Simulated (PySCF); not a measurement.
## `[SiH3]C#C[SiH2]O[SiH3]`: 4 charge schemes on one density

C2H8OSi3.
Geometry (GFN2-xTB, Å), atoms numbered from 1 in this order:
```
atom  x, y, z in Å
Si1   -3.3583    0.0637    0.8623
C2    -1.7940    0.4873   -0.0277
C3    -0.7638    0.7596   -0.6038
Si4    0.8293    1.1472   -1.4678
O5     2.0476    0.4168   -0.6825
Si6    2.9141   -0.2713    0.4957
H7    -3.8641   -1.2015    0.3225
H8    -3.0577   -0.0685    2.2907
H9    -4.3282    1.1394    0.6368
H10    1.0906    2.5868   -1.4197
H11    0.8410    0.5685   -2.8110
H12    3.9134   -1.0761   -0.2033
H13    2.0151   -1.0844    1.3121
H14    3.5143    0.8121    1.2734
```

Density: PBE0/pcSseg-1 (PySCF); schemes: Mulliken, IAO, Hirshfeld and ESP-fitted. Geometry: GFN2-xTB, one conformer, isolated molecule.

Question: Atoms with like bonding are taken together and averaged. Which atoms carry the highest charge in the Mulliken, IAO, Hirshfeld and ESP-fitted schemes?

Answer: All schemes agree: Mulliken Si4 (+0.894); IAO Si4 (+1.039); Hirshfeld Si4 (+0.432); ESP-fitted Si4 (+0.624).

Question: For which atoms does the sign change between the 4 schemes (beyond +0.03 e in one, beyond −0.03 e in another)?

Answer: For none.

Question: Tabulate the Mulliken, IAO, Hirshfeld and ESP-fitted charges.

Answer: In e; atoms taken as equivalent share a row and are averaged (×n: the atom named and its like, n in all):

```
       atom           environment  Mulliken     IAO  Hirshfeld  ESP-fitted
        Si1          SiH3 silicon    +0.525  +0.633     +0.345      +0.427
         C2         alkyne carbon    -0.292  -0.300     -0.140      -0.191
         C3         alkyne carbon    -0.292  -0.336     -0.148      -0.219
        Si4  oxygen-bound silicon    +0.894  +1.039     +0.432      +0.624
         O5       siloxane oxygen    -0.712  -0.888     -0.302      -0.428
        Si6  oxygen-bound silicon    +0.737  +0.894     +0.396      +0.601
   H7/H8/H9         Si–H hydrogen    -0.079  -0.107     -0.065      -0.075
    H10/H11         Si–H hydrogen    -0.125  -0.140     -0.073      -0.108
H12/H13/H14         Si–H hydrogen    -0.124  -0.147     -0.080      -0.125
```

Mean size of the charges over all atoms: IAO 0.367 e, Mulliken 0.308 e, ESP-fitted 0.236 e, Hirshfeld 0.168 e. Each set sums to the total charge, 0, to within 0.001 e. The Mulliken scheme counts on each atom the diagonal of the density matrix times the overlap matrix over that atom's basis functions.

Question: Sum the charges by element, for elements with more than one atom.

Answer: 
| element | atoms | Mulliken | IAO | Hirshfeld | ESP-fitted |
| --- | --- | --- | --- | --- | --- |
| Si | 3 | +2.156 | +2.566 | +1.173 | +1.652 |
| C | 2 | -0.585 | -0.636 | -0.288 | -0.410 |
| H | 8 | -0.860 | -1.041 | -0.582 | -0.814 |

Question: How many electrons does the IAO scheme count on Si1?

Answer: Z − q = 14 − (+0.633) = 13.367.

Question: How closely do the schemes follow one another over all atoms?

Answer: Correlation coefficient and root-mean-square difference: Mulliken with IAO 1.00, 0.082 e; Hirshfeld with ESP-fitted 1.00, 0.092 e; Mulliken with ESP-fitted 0.99, 0.119 e; IAO with ESP-fitted 0.99, 0.197 e; Mulliken with Hirshfeld 0.99, 0.205 e; IAO with Hirshfeld 0.99, 0.284 e.
